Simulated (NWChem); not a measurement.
# GaNH$_{4}$O$_{2}$; SMILES [OH][Ga]([NH2])[OH]

```xyz
8

Ga     0.0242    -0.0218     0.0180
O     -1.3176    -1.1974    -0.0080
H     -2.1962    -0.8069    -0.0269
O      1.6665    -0.6978    -0.0549
H      1.6701    -1.6582    -0.1159
N     -0.1804     1.7709     0.0425
H      0.6182     2.3757     0.1901
H     -1.0471     2.2276     0.2939
```
Atoms are numbered in this order, from 1.

Program: NWChem. Geometry: optimised at PBE0/def2-SVP. Isolated, static molecule.

GIAO at PBE/pcSseg-1: principal shieldings of N6 are 223.0, 244.7, 280.8 ppm; an isolated ammonia molecule has σ = 265.0 ppm at the same levels.

Q: Find the isotropic 15N shift, its principal values, the span and the skew.

A: 
1. σ(iso) = one third of the sum = 249.5 ppm.
2. δ = σ(reference) − σ = 15.5 ppm against ammonia.
3. δ11, δ22, δ33 = 42.0, 20.3, -15.8 ppm.
4. Span Ω = δ11 − δ33 = 57.8 ppm; skew κ = 3(δ22 − δ(iso))/Ω = 0.25.
